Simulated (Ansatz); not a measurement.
B(F)(vinyl)(NH2) (C₂H₅BFN), SMILES C=CB(N)F.

Geometry optimised at B3LYP-D3(BJ)/def2-SVP. The structure was generated by enumeration, and PubChem lists no compound with its InChIKey, so it may never have been made. One conformer was computed; it need not be the lowest.

Two levels are set side by side: PBE/def2-SVPD (Ansatz, an electronic-structure program) and PBE0/def2-SVPD (Ansatz). Energy differences of separate SCF runs at the same geometry; the states with an electron removed or added have multiplicity 2 and 2. Differences are taken from unrounded values.

| quantity | PBE |
|---|---|
| vertical ionisation energy (eV) | 9.74 |
| vertical singlet–triplet gap (eV) | 3.99 |

These are the PBE values. What does PBE0 give? (Estimate from the structure and the level; the computed values follow.)


| quantity | PBE0 | PBE minus PBE0 |
|---|---|---|
| vertical ionisation energy (eV) | 9.92 | -0.19 |
| vertical singlet–triplet gap (eV) | 3.87 | 0.12 |
